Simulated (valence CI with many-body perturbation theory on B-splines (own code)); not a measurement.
Eu XXX in brief

Method: configuration interaction combined with many-body perturbation theory (CI+MBPT): six valence electrons over a frozen Dirac-Fock core [Ar] 3d10, a basis of 9 s, 9 p, 8 d, 6 f, 3 g, 1 h functions for each j, with the one-electron correlation potential Σ1 (screened to all orders), the two-electron term Σ2, the three-electron term Σ3, Breit, model QED; selected single and double excitations, second order for the rest, scaled by the run's own slope (own B-spline code, finite nucleus).

The last digits are not significant, and no measured levels were compared; by estimate large intervals hold to a few tenths of a per cent, small ones and those within an open d or f shell to about a per cent. Among the levels kept, up to 630 cm⁻¹ of a level comes from second order outside the variational space, and about a tenth of that is noise between levels of different J, which matters for small intervals.

Levels are named by their leading jj configuration (3d3/2^4 stands for four electrons in 3d with j = 3/2), which in mixed levels can hold well under half, so a name can repeat and another be missing.

Rates and lifetimes use the calculated energies. Strong lines usually hold to 10 to 20 %, long lifetimes can be off by a factor of two.

What is the ground level?

(4s^2 4p1/2^2 4p3/2^2) J=2, composition 71 % 4s2 4p4 3P + 27 % 4s2 4p4 1D, g = 1.359.

Where does the other parity begin?

At (4s 4p1/2^2 4p3/2^3) J=2, 107.35 eV.

What are the static dipole polarisabilities of the lowest levels?

(4s^2 4p1/2^2 4p3/2^2) J=2 0.0956 (tensor 0.0012); (4s^2 4p1/2^2 4p3/2^2) J=0 0.0954; (4s^2 4p1/2 4p3/2^3) J=1 0.103 (tensor -0.0030); (4s^2 4p1/2 4p3/2^3) J=2 0.103 (tensor -0.0069) bohr³, of which the core gives 0.00490.

What is the ionisation energy?

1125.6 eV; NIST lists 1124 ± 4 eV (theoretical).

Among levels below 182.27 eV, which E1 lines absorb most strongly from the ground level?

to (4s^2 4p1/2 4p3/2^2 4d3/2) J=3 at 7.381 nm, f = 0.954; to (4s^2 4p1/2 4p3/2^2 4d3/2) J=2 at 7.441 nm, f = 0.587; to (4s^2 4p1/2^2 4p3/2 4d5/2) J=3 at 9.311 nm, f = 0.286.
